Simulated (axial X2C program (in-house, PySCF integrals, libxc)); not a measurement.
## Worked dissociation energy of RbTe⁺: CCSD, two-component

Calculated with an in-house all-electron X2C program for linear molecules (integrals from PySCF). Two-component (2c) means X2C with spin–orbit coupling and atomic mean-field two-electron Coulomb and Gaunt terms. Basis: Te dyall-cv3z [11s12p8d4f1g], Rb dyall-cv3z [12s13p8d4f1g] (cores contracted in-house); Gaussian nuclei, density fitting, unrestricted open shells. Masses: Te 129.906 u, Rb 84.912 u.

Molecular state: Ω = 1 (⟨Sz⟩ = 0.79, ⟨Lz⟩ = 0.21 at HF).

Correlated methods: 14 electrons correlated (number of frozen shells: Te 4 s, 3 p, 2 d; Rb 3 s, 2 p, 1 d), 314 virtual spin orbitals or spinors in MP2, 90 natural virtuals in coupled cluster.

| Property | Result |
| --- | --- |
| E(Te) (2M_J = 4) | -6788.207104 hartree |
| E(Rb+) (2M_J = 0) | -2978.130375 hartree |
| E(RbTe⁺) at Re | -9766.345820 hartree |
| ωe | 58.9 cm⁻¹ |
| ωexe | 0.425 cm⁻¹ |

Q: Work out De and D0.

A: De = -6788.207104 + (-2978.130375) − (-9766.345820) = 0.00834 hartree = 0.227 eV. The zero-point energy is ωe/2 − ωexe/4 = 29 cm⁻¹ = 0.004 eV, so D0 = 0.223 eV.

The state is a single determinant with fixed occupations, the lowest that a limited PBE0 search found. De is counted from the lowest determinant-based energies of the atoms at the same level, without counterpoise correction. CCSD ran in a truncated set of natural virtual spinors with an MP2 remainder; without triples it tends to underbind. Other states lie close and PBE0, whose exact exchange favours high spin, may order them wrongly; the determinant shown need not be the ground state. The nearest other 2c determinant of the search, Ω = 2, lies 0.17 eV up at the distance of the search. With several unpaired electrons one determinant need not be a pure state. Open-shell Ω = 0 determinants with evenly filled partner blocks cannot be reached by this program, so the Ω shown need not be the lowest component. This is the Ω = 1 component of a π² triplet; the 0⁺ component is not one determinant and can lie lowest. With the outer-core shells frozen, correlated bond lengths of heavy atoms tend to come out a few hundredths of an ångström too long.

The bond is weak, and without diffuse functions and with truncated virtuals even CCSD(T) can be tens of per cent off in De.

Each atomic determinant is the lowest at this level and need not be a pure J level. Totals compare only within one Hamiltonian and basis.
